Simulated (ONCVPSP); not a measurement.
**Building the ONCV potential for boron (LDA (Perdew-Zunger), scalar-relativistic).**

```
Element                 : B
Generator               : ONCVPSP 4.0.1
Type                    : optimised norm-conserving Vanderbilt (ONCV)
Functional              : LDA (Perdew-Zunger)
Relativity              : scalar-relativistic
Frozen core             : [He]
Valence charge          : 3
Reference configuration : 2s2 2p1
Partial waves           : 2s: rc 1.30 bohr, ncon 4, nbas 8, qcut 4.8 1/bohr, 3 projectors, debl 1.9 Ha; 2p: rc 2.94 bohr, ncon 3, nbas 6, qcut 5.5 1/bohr, 2 projectors, debl 3.7 Ha
Local potential         : polynomial inside 1.15 bohr (lpopt 1, dvloc0 2 Ha)
Core correction         : polynomial model core, fcfact 0.7
```

All-electron outer shells of the reference configuration (LDA (Perdew-Zunger), scalar-relativistic, ld1.x):

| shell | level (eV) | outermost node (bohr) | outermost maximum (bohr) |
| --- | --- | --- | --- |
| 1s | -178.66 | – | 0.21 |
| 2s | -9.39 | 0.46 | 1.52 |
| 2p | -3.72 | – | 1.55 |

Results:

```json
{
  "Cutoffs needed": "11 Ha and 49 Ha (the cutoffs (Ha) at which the residual kinetic energy of the hardest occupied pseudo-wave falls to 1 and 0.1 mHa per electron)",
  "Ghost test": "ghosts flagged at negative energy: s at -1313.7 eV; GHOST(+) flags only above 600 eV; a true bound ghost makes a file unfit for plane-wave use",
  "Largest excitation error": "+211 meV (all-electron minus pseudo) for 2s1 2p0, out of 4 test configurations",
  "rms error of d²Exc/dni dnj": "2.79 mHa without and 1.05 mHa with the model core"
}
```

Generation and tests took about 2.1 s on one core of a shared server CPU.
